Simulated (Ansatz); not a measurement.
Relaxation of BFH$_{4}$O$_{2}$ (8 atoms, charge 0, multiplicity 1), to a largest force component of 0.03 eV/Å in at most 50 steps.

The calculation used Ansatz 0.2.0, RKS B3LYP-D4/def2-SVP.

```xyz
8
Properties=species:S:1:pos:R:3:forces:R:3
B -0.107 -0.324 -0.133 0.12 0.22 -0.50
F -0.092 -0.708 1.148 0.02 -0.24 0.46
O 1.027 -0.409 -0.864 -0.11 -0.04 0.04
H 1.782 -0.752 -0.365 -0.03 0.04 0.02
H -1.142 -0.022 -0.652 -0.01 -0.02 -0.04
O 0.019 2.008 1.031 -0.11 -0.57 0.55
H 0.959 2.218 1.122 0.01 0.00 -0.02
H -0.133 1.333 1.732 0.12 0.61 -0.52
```

Problem. Where does it end, and by what steps?

Solution. The run converged. After 8 steps the energy has fallen by 0.039 eV; H7 moved furthest, 0.41 Å.

```tsv
step	energy less start (eV)	largest force component (eV/Å)	accepted
0	0.0000	0.608	yes
1	-0.0146	0.383	yes
2	-0.0204	0.512	yes
3	-0.0265	0.363	yes
4	-0.0317	0.179	yes
5	-0.0344	0.231	yes
6	-0.0357	0.263	yes
7	-0.0376	0.141	yes
8	-0.0389	0.014	yes
```

```xyz
8
Properties=species:S:1:pos:R:3
B -0.128 -0.240 -0.094
F -0.216 -0.912 1.074
O 1.077 -0.199 -0.726
H 1.768 -0.640 -0.212
H -1.125 0.064 -0.688
O -0.013 1.760 0.999
H 0.874 2.057 0.750
H 0.075 1.455 1.915
```

Run time: 10 s on 2 threads of Arm Neoverse V2 (shared host), peak memory 0.14 GiB.
